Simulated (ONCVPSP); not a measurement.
**Pseudopotential generation for Cd: ONCV, PBE, scalar-relativistic.**

Input for ONCVPSP 4.0.1:

```
# ATOM AND REFERENCE CONFIGURATION
# atsym  z   nc   nv     iexc    psfile
  Cd 48.00    6    4        4      upf
#
#   n    l    f
    1    0    2.00
    2    0    2.00
    2    1    6.00
    3    0    2.00
    3    1    6.00
    3    2   10.00
    4    0    2.00
    4    1    6.00
    4    2   10.00
    5    0    1.00
#
# PSEUDOPOTENTIAL AND OPTIMIZATION
# lmax
    2
#
#   l,   rc,      ep,       ncon, nbas, qcut
    0    1.65    0.00    4    8    6.40
    1    1.10    0.00    3    6    8.70
    2    1.80    0.00    3    8    7.70
#
# LOCAL POTENTIAL
# lloc, lpopt,  rc(5),   dvloc0
    4    5    1.05    0.00
#
# VANDERBILT-KLEINMAN-BYLANDER PROJECTORs
# l, nproj, debl
    0    3    3.10
    1    2    2.00
    2    2    1.90
#
# MODEL CORE CHARGE
# icmod, fcfact, rcfact
    3    4.25    1.20
#
# LOG DERIVATIVE ANALYSIS
# epsh1, epsh2, depsh
   -6.00    5.00    0.04
#
# OUTPUT GRID
# rlmax, drl
    6.00    0.01
#
# TEST CONFIGURATIONS
# ncnf
    4
# nvcnf
#   n    l    f
    4
    4    0    2.00
    4    1    6.00
    4    2   10.00
    5    0    2.00
#
    4
    4    0    2.00
    4    1    6.00
    4    2   10.00
    5    0    0.00
#
    4
    4    0    2.00
    4    1    6.00
    4    2    9.00
    5    0    0.00
#
    5
    4    0    2.00
    4    1    6.00
    4    2   10.00
    5    0    0.00
    5    1    1.00
#
```

Command:

```bash
oncvpsp.x < Cd.dat > Cd.out
```

Output (shortened: citation, most of the input echo, consistency checks and plot data are left out):

```
ONCVPSP  (Optimized Norm-Conservinng Vanderbilt PSeudopotential)
scalar-relativistic version 4.0.1

#   n    l    f        energy (Ha)
    1    0    2.00    -9.7512921E+02
    2    0    2.00    -1.4504235E+02
    2    1    6.00    -1.3017575E+02
    3    0    2.00    -2.7295409E+01
    3    1    6.00    -2.2418795E+01
    3    2   10.00    -1.4788142E+01
    4    0    2.00    -4.2171603E+00
    4    1    6.00    -2.7863452E+00
    4    2   10.00    -7.5373988E-01
    5    0    1.00    -4.7988107E-01

Reference configufation results
  iterations    24
  all-electron total energy (Ha)   -5.59431303D+03

Begin loop to  construct optimized pseudo wave functions
and semi-local pseudopoentials for all angular momenta

   Wellstate for l =  0  n =  7
     eigenvalue =   2.6201
     asymptotic potential =   3.1201
     half-point radius =  3.3995

Calculating optimized projector #   1

 for l=   0

    Fraction of norm inside rc  0.983525
    Optimizing pswf for qcut=   6.40 a_B^-1,  ecut=  20.49 Ha
    Residual kinetic energy error=  2.60D-05 Ha

    Energy error per electron        Cutoff
         Ha          eV             Ha
         0.01000     0.27211        7.48
         0.00100     0.02721        9.73
         0.00010     0.00272       17.42
         0.00001     0.00027       42.80

Calculating optimized projector #   2

 for l=   0

    Fraction of norm inside rc  0.115281
    Optimizing pswf for qcut=   6.40 a_B^-1,  ecut=  20.49 Ha
    Residual kinetic energy error=  9.93D-05 Ha

    Energy error per electron        Cutoff
         Ha          eV             Ha
         0.01000     0.27211        6.36
         0.00100     0.02721       13.86
         0.00010     0.00272       20.59
         0.00001     0.00027       73.87

Calculating optimized projector #   3

 for l=   0

    Fraction of norm inside rc  0.087603
    Optimizing pswf for qcut=   6.40 a_B^-1,  ecut=  20.49 Ha
    Residual kinetic energy error=  5.32D-04 Ha

    Energy error per electron        Cutoff
         Ha          eV             Ha
         0.01000     0.27211        7.90
         0.00100     0.02721       18.76
         0.00010     0.00272       33.27
         0.00001     0.00027       64.99

WARNING wellstate: negative energy specified for n= 5 l=  1
WARNING scattering state with energy  0.25000000
WARNING will be used for the first projector

   Wellstate for l =  1  n =  6
     eigenvalue =   0.2500
     asymptotic potential =   0.7500
     half-point radius =  6.3231

Calculating optimized projector #   1

 for l=   1

    Fraction of norm inside rc  0.697231
    Optimizing pswf for qcut=   8.70 a_B^-1,  ecut=  37.88 Ha
    Residual kinetic energy error=  6.07D-04 Ha

    Energy error per electron        Cutoff
         Ha          eV             Ha
         0.01000     0.27211       17.29
         0.00100     0.02721       35.32
         0.00010     0.00272       94.23

Calculating optimized projector #   2

 for l=   1

    Fraction of norm inside rc  0.021697
    Optimizing pswf for qcut=   8.70 a_B^-1,  ecut=  37.88 Ha
    Residual kinetic energy error=  8.05D-05 Ha

    Energy error per electron        Cutoff
         Ha          eV             Ha
         0.01000     0.27211       11.34
         0.00100     0.02721       17.83
         0.00010     0.00272       36.92
         0.00001     0.00027       67.40

   Wellstate for l =  2  n =  6
     eigenvalue =   1.1463
     asymptotic potential =   1.6463
     half-point radius =  4.3585

Calculating optimized projector #   1

 for l=   2

    Fraction of norm inside rc  0.846638
    Optimizing pswf for qcut=   7.70 a_B^-1,  ecut=  29.67 Ha
    Residual kinetic energy error=  1.07D-05 Ha

    Energy error per electron        Cutoff
         Ha          eV             Ha
         0.01000     0.27211       19.71
         0.00100     0.02721       23.68
         0.00010     0.00272       26.64
         0.00001     0.00027       31.44

Calculating optimized projector #   2

 for l=   2

    Fraction of norm inside rc  0.077291
    Optimizing pswf for qcut=   7.70 a_B^-1,  ecut=  29.67 Ha
    Residual kinetic energy error=  1.62D-05 Ha

    Energy error per electron        Cutoff
         Ha          eV             Ha
         0.01000     0.27211       18.41
         0.00100     0.02721       23.28
         0.00010     0.00272       26.93
         0.00001     0.00027       31.77

Construct Vanderbilt / Kleinmman-Bylander projectors

B matrix Hermiticity error, ll=   0
   1   2    5.5125E-04
   1   3    8.7744E-04
   2   3   -1.6508E-04

  Orthonormal projector coefficients  1.6679E+01  5.2761E+00  1.0673E+00

B matrix Hermiticity error, ll=   1
   1   2   -3.0811E-04

  Orthonormal projector coefficients  1.1432E+01  2.2130E+00

B matrix Hermiticity error, ll=   2
   1   2   -1.8541E-04

  Orthonormal projector coefficients  8.2993E+00 -1.2469E+00

Model core correction analysis
  based on d2Exc/dn_idn_j

d2excae - all-electron derivatives

   -3.447378D-02   -3.093306D-02   -2.062590D-02   -2.227902D-03
   -3.093321D-02   -2.894571D-02   -2.108294D-02   -2.740527D-03
   -2.062611D-02   -2.108305D-02   -2.011518D-02   -8.452432D-03
   -2.227702D-03   -2.740011D-03   -8.451495D-03   -3.359180D-02

d2excps - pseudofunction derivatives with no core correction

   -5.526879D-02   -3.429712D-02   -1.884648D-02   -4.391852D-03
   -3.429852D-02   -3.220126D-02   -2.188659D-02   -3.015705D-03
   -1.884630D-02   -2.188672D-02   -2.141330D-02   -8.299865D-03
   -4.394397D-03   -3.015218D-03   -8.298937D-03   -3.373004D-02

rms 2nd derivative error    5.503286E-03

rmatch, rhocmatch    0.5916   28.2789

Teter function model core charge with specified parameters

d2excps - pseudofunction derivatives with core correction

   -3.576107D-02   -2.947173D-02   -1.778262D-02   -2.569892D-03
   -2.947176D-02   -3.006963D-02   -2.136649D-02   -2.601976D-03
   -1.778270D-02   -2.136660D-02   -2.134614D-02   -8.205604D-03
   -2.569706D-03   -2.601467D-03   -8.204674D-03   -3.355841D-02

rms 2nd derivative error    1.260758E-03

Pseudoatom total energy -166.305106

Diagnostic tests using Vanderbilt-Kleinman-Bylander pseudopotentials
  1 or more projectors used as specified by nproj input data

   l    rcore       rmatch      e in        delta e   norm test  slope test

   0   1.6553360   1.7055956  -4.2171603   0.0000041   1.0002601   1.0002319
   0   1.6553360   1.7055956  -0.4798811   0.0000029   1.0000366   1.0000284
   0   1.6553360   1.7055956   2.6201189   0.0000320   1.0003243   1.0003243

   1   1.1021063   1.1355686  -2.7863452   0.0000620   1.0002143   1.0003058
   1   1.1021063   1.1355686   0.2500000   0.0000395   1.0005571   1.0005571

   2   1.8107391   1.8657171  -0.7537399  -0.0000391   1.0000857   1.0000577
   2   1.8107391   1.8657171   1.1462601  -0.0000151   1.0002344   1.0002344

 Testing for bound ghosts
   n   l    E NL Schr. Eq   E Basis Diag.   E Cutoff

   1   0       -4.217156       -4.217156    128.42
   2   0       -0.479878       -0.453117    128.42

   2   1       -2.786283       -2.785991    127.27

   3   2       -0.753779       -0.753578    105.32

 Testing for highly-localized positive-energy ghosts
       l    <radius>/rc     E Basis Diag.   E Cutoff

       0        0.690729       11.663005    128.42  WARNING - GHOST(+)

Test configuration 0

   n   l     f        eae           eps        diff
   1   0  2.0000 -975.12921192
   2   0  2.0000 -145.04234602
   2   1  6.0000 -130.17575104
   3   0  2.0000  -27.29540877
   3   1  6.0000  -22.41879549
   3   2 10.0000  -14.78814194
   4   0  2.0000   -4.21716031   -4.21715620    4.11D-06
   4   1  6.0000   -2.78634523   -2.78628323    6.20D-05
   4   2 10.0000   -0.75373988   -0.75377898   -3.91D-05
   5   0  1.0000   -0.47988107   -0.47987814    2.93D-06

    Total energies and differences
      AE_ref= -5.59431303D+03  AE_tst= -5.59431303D+03  dif=  0.00D+00
      PS_ref= -1.66305106D+02  PS_tst= -1.66305106D+02  dif= -1.02D-12
      PSP excitation error=  1.02D-12

Test configuration 1

   n   l     f        eae           eps        diff
   1   0  2.0000 -974.80415051
   2   0  2.0000 -144.72073712
   2   1  6.0000 -129.85395751
   3   0  2.0000  -26.97288408
   3   1  6.0000  -22.09627933
   3   2 10.0000  -14.46589821
   4   0  2.0000   -3.89241777   -3.89052586    1.89D-03
   4   1  6.0000   -2.46100938   -2.46034212    6.67D-04
   4   2 10.0000   -0.43118281   -0.43107662    1.06D-04
   5   0  2.0000   -0.20799133   -0.20795912    3.22D-05

    Total energies and differences
      AE_ref= -5.59431303D+03  AE_tst= -5.59465379D+03  dif= -3.41D-01
      PS_ref= -1.66305106D+02  PS_tst= -1.66645903D+02  dif= -3.41D-01
      PSP excitation error=  3.29D-05

Test configuration 2

   n   l     f        eae           eps        diff
   1   0  2.0000 -975.50170953
   2   0  2.0000 -145.40966469
   2   1  6.0000 -130.54335276
   3   0  2.0000  -27.66369488
   3   1  6.0000  -22.78706887
   3   2 10.0000  -15.15605816
   4   0  2.0000   -4.58725149   -4.59048473   -3.23D-03
   4   1  6.0000   -3.15675576   -3.15785235   -1.10D-03
   4   2 10.0000   -1.11878103   -1.11918605   -4.05D-04

    Total energies and differences
      AE_ref= -5.59431303D+03  AE_tst= -5.59368366D+03  dif=  6.29D-01
      PS_ref= -1.66305106D+02  PS_tst= -1.65675526D+02  dif=  6.30D-01
      PSP excitation error= -2.12D-04

Test configuration 3

   n   l     f        eae           eps        diff
   1   0  2.0000 -976.13628752
   2   0  2.0000 -146.04998470
   2   1  6.0000 -131.18339151
   3   0  2.0000  -28.29800250
   3   1  6.0000  -23.42139061
   3   2 10.0000  -15.79142292
   4   0  2.0000   -5.19779048   -5.19958532   -1.79D-03
   4   1  6.0000   -3.75834972   -3.75799051    3.59D-04
   4   2  9.0000   -1.68395636   -1.68212117    1.84D-03

    Total energies and differences
      AE_ref= -5.59431303D+03  AE_tst= -5.59228686D+03  dif=  2.03D+00
      PS_ref= -1.66305106D+02  PS_tst= -1.64279064D+02  dif=  2.03D+00
      PSP excitation error=  1.28D-04

Test configuration 4

   n   l     f        eae           eps        diff
   1   0  2.0000 -975.18891823
   2   0  2.0000 -145.10031448
   2   1  6.0000 -130.23370439
   3   0  2.0000  -27.35429007
   3   1  6.0000  -22.47765494
   3   2 10.0000  -14.84684349
   4   0  2.0000   -4.27727337   -4.27953643   -2.26D-03
   4   1  6.0000   -2.84653128   -2.84719120   -6.60D-04
   4   2 10.0000   -0.81130327   -0.81145972   -1.56D-04
   5   1  1.0000   -0.30087179   -0.30088837   -1.66D-05

    Total energies and differences
      AE_ref= -5.59431303D+03  AE_tst= -5.59410065D+03  dif=  2.12D-01
      PS_ref= -1.66305106D+02  PS_tst= -1.66092633D+02  dif=  2.12D-01
      PSP excitation error= -9.85D-05
```

The run took about 4.6 s on one core of a shared server CPU.
